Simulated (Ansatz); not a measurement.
Cost and result for the atomization energy of `[BH2][Al]([NH2])[NH2]` (10 atoms, 9 bonds).

Cartesian coordinates in Å:
```
B 1.4890 -1.2648 -0.5109
Al -0.0804 0.0686 0.0277
N -1.1627 -0.3005 1.3863
N -0.3408 1.5783 -0.8703
H 2.1658 -1.8364 0.2992
H 1.7727 -1.5114 -1.6509
H -1.9926 0.2071 1.6463
H -1.0230 -1.0741 2.0155
H 0.1511 1.8152 -1.7163
H -0.9791 2.3180 -0.6265
```

Total charge 0; spin multiplicity 1. All single points use the PBE0-D4/def2-TZVP geometry. It is one conformer, not always the lowest. Program: Ansatz. All runs use 2 threads of an Arm Neoverse V2 on a shared host. Times are those of one run each, without the atoms' runs, and a repeat can differ threefold. Electronic energies, without spin–orbit coupling; frozen cores. CCSD(T)/CBS adds CCSD(T) − MP2 in def2-TZVPP to the MP2 limit, and its time is that of the two runs behind it. T1 = 0.011. B3LYP takes the VWN-RPA correlation (the form of Gaussian; ORCA's B3LYP/G).

CCSD(T)/CBS is a level of theory with its own doubt, some kJ/mol a heavy atom from the limit and from the frozen cores, so smaller differences don't rank the functionals.

```csv
level,functions,wall time
revPBE-D4/def2-TZVPP,219,2.6 s
PBE-D4/def2-TZVPP (with forces),219,3.3 s
CCSD(T)/def2-SVP,90,3.3 s
CAM-B3LYP-D4/def2-TZVPP,219,4.3 s
B3LYP-D4/def2-TZVPP (with forces),219,5.5 s
r2SCAN-D4/def2-TZVPP (with forces),219,6.5 s
r2SCANh-D4/def2-TZVPP,219,6.5 s
ωB97X-V/def2-TZVPP,219,9.5 s
B97M-V/def2-TZVPP,219,12 s
ωB97M-V/def2-TZVPP (with forces),219,15 s
MP2/def2-QZVPP,421,23 s
CCSD(T)/def2-TZVPP,219,89 s
CCSD(T)/CBS(def2),–,110 s
```

Question: What atomization energy does each give, and how far from CCSD(T)/CBS? (Estimate.)

Answer: Computed: 
```csv
level,atomization (kJ/mol),difference from CCSD(T)/CBS,per bond
revPBE-D4/def2-TZVPP,3255.0,-42.2,-4.7
PBE-D4/def2-TZVPP (with forces),3335.8,38.6,4.3
CCSD(T)/def2-SVP,3049.2,-248.0,-27.6
CAM-B3LYP-D4/def2-TZVPP,3332.2,35.0,3.9
B3LYP-D4/def2-TZVPP (with forces),3318.8,21.6,2.4
r2SCAN-D4/def2-TZVPP (with forces),3288.8,-8.4,-0.9
r2SCANh-D4/def2-TZVPP,3267.9,-29.3,-3.3
ωB97X-V/def2-TZVPP,3316.2,19.0,2.1
B97M-V/def2-TZVPP,3304.5,7.3,0.8
ωB97M-V/def2-TZVPP (with forces),3314.9,17.7,2.0
MP2/def2-QZVPP,3289.0,-8.2,-0.9
CCSD(T)/def2-TZVPP,3193.0,-104.2,-11.6
CCSD(T)/CBS(def2),3297.2,0.0,0.0
```

From PBE to PBE0 (25 % exact exchange), in def2-TZVPP and without D4, the atomization energy moves by −55.0 kJ/mol: exact exchange takes away binding that semilocal exchange gives to molecules. The D4 term adds +24.2 kJ/mol with B3LYP and +12.8 kJ/mol with PBE0; it sums over pairs of atoms, weighted by their polarisabilities, and B3LYP, whose exchange is more repulsive, gets the larger term. At CCSD(T), def2-SVP lies −248.0 kJ/mol from the extrapolated value and def2-TZVPP −104.2 kJ/mol: correlation converges slowly with the basis, and small sets miss more of it in the bonded molecule than in its fragments.
